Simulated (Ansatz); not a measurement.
`C=C([SiH3])CCl` → 3 C• + Cl• + 7 H• + Si•  (atomization)

Gas-phase electronic energies from Ansatz, PBE0-D4/def2-TZVP geometries. CCSD(T)/CBS adds triple-zeta CCSD(T) − MP2 to the extrapolated MP2 energy (def2 sets, frozen cores). This one scheme is used for every species, atoms too. Functionals use def2-TZVPP. B3LYP here is the variant with VWN-RPA as its local correlation; programs differ in this. Open shells (•) are unrestricted, without spin–orbit coupling. Spin–orbit coupling would lower the free atoms: a little for C, Cl, Si. Each species was taken in one conformer, which may not be the lowest.

```
             level  ΔE (kJ/mol)  difference from CCSD(T)/CBS
            PBE-D4       4457.3                         72.0
         r2SCAN-D4       4395.4                         10.1
           PBE0-D4       4403.4                         18.1
          B3LYP-D4       4384.5                         -0.8
           ωB97X-V       4396.7                         11.4
           ωB97M-V       4398.2                         12.9
            B2PLYP       4334.4                        -50.9
               PBE       4428.4                         43.1
            r2SCAN       4388.2                          2.9
              PBE0       4378.8                         -6.5
             B3LYP       4337.9                        -47.4
     HF/def2-TZVPP       3280.6                      -1104.7
    MP2/def2-TZVPP       4329.4                        -55.9
SCS-MP2/def2-TZVPP       4317.6                        -67.7
   CCSD/def2-TZVPP       4217.0                       -168.3
CCSD(T)/def2-TZVPP       4279.8                       -105.5
     HF/def2-QZVPP       3285.4                      -1099.9
    MP2/def2-QZVPP       4391.6                          6.3
SCS-MP2/def2-QZVPP       4387.1                          1.8
      HF/CBS(def2)       3286.1                      -1099.2
     MP2/CBS(def2)       4434.9                         49.6
    CCSD/CBS(def2)       4322.5                        -62.8
       CCSD(T)/CBS       4385.3                            0
```

Largest T1 diagnostic among the species: 0.012.

In def2-TZVPP, CCSD(T) changes the Hartree–Fock value by +999.2 kJ/mol (the triples alone add +62.8 kJ/mol) and MP2 by +1048.8 kJ/mol; breaking electron pairs costs correlation energy, which Hartree–Fock lacks. From PBE to PBE0 (25 % exact exchange), in def2-TZVPP and without D4, ΔE moves by −49.6 kJ/mol: exact exchange takes away binding that semilocal exchange gives to molecules. The D4 term adds +46.6 kJ/mol with B3LYP and +24.5 kJ/mol with PBE0; it sums over pairs of atoms, weighted by their polarisabilities, and B3LYP, whose exchange is more repulsive, gets the larger term.

For atomizations the MP2-based limit and the directly extrapolated one differ by several kJ/mol either way, and by 10 to 25 for some Ge, Se and Sn compounds, so smaller differences from it don't rank the levels.
